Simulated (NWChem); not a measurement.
All runs are NWChem calculations. System: CH3F3Hf, charge 0, spin multiplicity 1, at a geometry optimised with B3LYP/def2-SVP with def2 effective core potentials on Hf. The structure started from a generated list of species. Level: MP2/def2-TZVP with def2 effective core potentials on Hf, 4 core orbitals frozen.

NWChem printed:

```
             Northwest Computational Chemistry Package (NWChem) 7.3.0
             --------------------------------------------------------

                                NWChem Input Module
                                -------------------

 Scaling coordinates for geometry "geometry" by  1.889725989
 (inverse scale =  0.529177249)

 Turning off AUTOSYM since
 SYMMETRY directive was detected!

                             Geometry "geometry" -> ""
                             -------------------------

 Output coordinates in angstroms (scale by  1.889725989 to convert to a.u.)

  No.       Tag          Charge          X              Y              Z
 ---- ---------------- ---------- -------------- -------------- --------------
    1 Hf                  72.0000    -0.01026300    -0.07036400     0.00000000
    2 F                    9.0000     0.83373900    -0.69573400     1.60342100
    3 F                    9.0000     0.83373900    -0.69573400    -1.60342100
    4 F                    9.0000    -1.91399400    -0.29432100     0.00000000
    5 C                    6.0000     0.30934100     2.11688200     0.00000000
    6 H                    1.0000     1.38674200     2.36322000     0.00000000
    7 H                    1.0000    -0.14261000     2.58689200     0.89235400
    8 H                    1.0000    -0.14261000     2.58689200    -0.89235400

 Effective nuclear repulsion energy (a.u.)     768.1077258827

            Nuclear Dipole moment (a.u.)
            ----------------------------
        X                 Y               Z
 ---------------- ---------------- ----------------
    -0.0000226767    -0.0000245664     0.0000000000

      Symmetry information
      --------------------

 Group name             Cs
 Group number              2
 Group order               2
 No. of unique centers     6

      Symmetry unique atoms

     1    2    4    5    6    7


 Summary of "ao basis" -> "" (spherical)
 ------------------------------------------------------------------------------
       Tag                 Description            Shells   Functions and Types
 ---------------- ------------------------------  ------  ---------------------
 *                         def2-tzvp                  on all atoms

 Summary of "ao basis" -> "ao basis" (spherical)
 ------------------------------------------------------------------------------
       Tag                 Description            Shells   Functions and Types
[...]
     2   2 0 0    -37.521802      0.000000    171.488486
     2   1 1 0      0.653965      0.000000      3.949264
     2   1 0 1      0.000000      0.000000      0.000000
     2   0 2 0    -33.137480      0.000000    197.864913
     2   0 1 1     -0.000000      0.000000      0.000000
     2   0 0 2    -37.619689      0.000000    170.946319

                   NWChem MP2 Semi-direct Energy/Gradient Module
                   ---------------------------------------------

  Basis functions       =    182
  Molecular orbitals    =    182
  Frozen core           =      4
  Frozen virtuals       =      0
  Active alpha occupied =     20
  Active beta occupied  =     20
  Active alpha virtual  =    158
  Active beta virtual   =    158
  Use MO symmetry       = T
  Use skeleton AO sym   = T

  AO/Fock/Back tols     =   1.0D-09  1.0D-09  1.0D-09

 GA uses MA = F    GA memory limited = T

 Available:
  local mem=  1.15D+08
 global mem=  1.31D+08
 local disk=  0.00D+00
  mp2_memr nvloc                   158
  nvloc new                   158
   1 passes of  20:        5242880                     225509                 158885179.
   1 passes of  20: M    114669733           G      131005752           F     109426853.
  mp2_memr nvloc                   158
  nvloc new                   158
   2 passes of  10:        5242880                     146541                  79470903.
   2 passes of  10: M    114669733           G      131005752           F     109426853.

 Semi-direct pass number   1 of   2  for RHF alpha+beta  at       31.9s
  vrange nnbf                 14783
  mp2_eaftype                   303  avail_ma_in_mb                   999
 EAF : mp2_eaftype filesize         303   39735452.
  mp2_eaf for mointskh                    303
Node 0 wrote    186.9 Mb in      0.1 s     Agg I/O rate:  1532.1 Mb/s
 Done moints_semi at       64.3s
  mp2_eaftype                   303  avail_ma_in_mb                   696
 EAF : mp2_eaftype filesize         303   39735452.
  mp2_eaf for kh                   303
 Done maket at       65.6s
 Semi-direct pass number   2 of   2  for RHF alpha+beta  at       65.6s
  vrange nnbf                 14783
  mp2_eaftype                   303  avail_ma_in_mb                   696
 EAF : mp2_eaftype filesize         303   39735452.
  mp2_eaf for mointskh                    303
Node 0 wrote    186.9 Mb in      0.2 s     Agg I/O rate:   990.2 Mb/s
 Done moints_semi at       97.4s
  mp2_eaftype                   303  avail_ma_in_mb                   696
 EAF : mp2_eaftype filesize         303   39735452.
  mp2_eaf for kh                   303
 Done maket at       99.3s
 Done multipass loop at       99.3s

          -------------------------------------------
          SCF energy                -385.827506102449
          Correlation energy          -1.215830803176
          Singlet pairs               -0.726770306034
          Triplet pairs               -0.489060497143
          Total MP2 energy          -387.043336905626
          -------------------------------------------

          ---------------------------------------------------
                    Spin Component Scaled (SCS) MP2
          Same spin pairs                     -0.326040331428
          Same spin scaling factor             0.333333333333
          Opposite spin pairs                 -0.889790471748
          Opposite spin scaling fact.          1.200000000000
          SCS-MP2 correlation energy          -1.176428676573
          Total SCS-MP2 energy              -387.003934779023
          ---------------------------------------------------

 -----------------------
 Performance information
 -----------------------

 Timer overhead =  2.34D-07 seconds/call

               Nr. of calls         CPU time (s)                 Wall time (s)                GFlops
             ---------------    -------------------     ------------------------------   -------------------
Name         Min   Avg   Max    Min     Avg     Max     Min     Avg     Max   Mx/calls   Min     Max     Sum
mp2: moin     2     2     2    64.     64.     64.      64.     64.     64.     32.      0.0     0.0     0.0
mp2: make     2     2     2    3.1     3.1     3.1      3.1     3.1     3.1     1.6      0.0     0.0     0.0
mp2: tota     1     1     1    68.     68.     68.      68.     68.     68.     68.      0.0     0.0     0.0

 The average no. of pstat calls per process was 5.00D+00
 with a timing overhead of 1.17D-06s

 Task  times  cpu:       99.2s     wall:       99.2s

 Total times  cpu:       99.3s     wall:       99.3s
```

**Question.** Write an NWChem input that would produce this output.

**Answer.** Several could match; the one computed here: 
```
start mol
memory heap 200 mb stack 800 mb global 1000 mb
geometry units angstroms nocenter noautoz
  Hf    -0.010263    -0.070364     0.000000
  F      0.833739    -0.695734     1.603421
  F      0.833739    -0.695734    -1.603421
  F     -1.913994    -0.294321     0.000000
  C      0.309341     2.116882     0.000000
  H      1.386742     2.363220     0.000000
  H     -0.142610     2.586892     0.892354
  H     -0.142610     2.586892    -0.892354
  symmetry group Cs
end
basis spherical
  * library def2-tzvp
end
ecp
  Hf library def2-ecp
end
scf
  rhf
  nopen 0
  maxiter 100
  thresh 1e-7
  semidirect memsize 60000000 filesize 0
end
mp2
  freeze core 4
end
task mp2 energy
```
